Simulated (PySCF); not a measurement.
Al(OMe)(PH2)2 (CH₇AlOP₂), SMILES C[O][Al]([PH2])[PH2].

Geometry: PBE-D3(BJ)/def2-SVP. Other conformers were not sampled.

Computed with PySCF with PBE-D3(BJ)/def2-SVP.

Frequencies are harmonic and unscaled.

Computed harmonic wavenumbers and intensities:
```csv
mode,ν (cm⁻¹),IR (km/mol),moving atoms (share of kinetic energy)
1,54,3.0,"H 79 %, P 11 %"
2,77,8.8,"H 53 %, P 32 %, C 9 %"
3,80,0.3,"H 76 %, C 12 %, P 11 %"
4,87,0.1,"H 60 %, C 18 %, P 15 %"
5,96,0.7,"H 32 %, O 24 %, Al 18 %, C 16 %, P 9 %"
6,104,0.0,"H 45 %, P 30 %, Al 12 %, O 8 %"
7,172,25.5,"Al 48 %, O 34 %, H 12 %"
8,205,16.1,"O 52 %, P 20 %, H 13 %, C 12 %"
9,308,1.2,"P 68 %, O 12 %, H 9 %, Al 8 %"
10,455,40.2,"H 52 %, Al 39 %, P 8 %"
11,480,25.4,"H 61 %, P 24 %, Al 15 %"
12,543,0.3,"H 81 %, P 10 %, Al 8 %"
13,584,38.5,"H 77 %, Al 14 %"
14,605,7.0,H 84 %
15,716,51.3,"Al 49 %, C 17 %, O 17 %, H 16 %"
16,1039,8.9,H 97 %
17,1046,22.5,H 97 %
18,1136,56.3,"H 65 %, C 23 %, O 12 %"
19,1144,0.9,"H 76 %, C 19 %"
20,1196,288.5,"O 52 %, C 33 %, H 13 %"
21,1418,0.9,H 97 %
22,1424,1.6,H 95 %
23,1430,25.1,"H 90 %, C 9 %"
24,2302,23.8,H 97 %
25,2307,30.8,H 97 %
26,2322,39.9,H 97 %
27,2327,45.4,H 97 %
28,2904,107.2,H 97 %
29,2980,52.1,"H 91 %, C 9 %"
30,2998,33.1,"H 90 %, C 10 %"
```
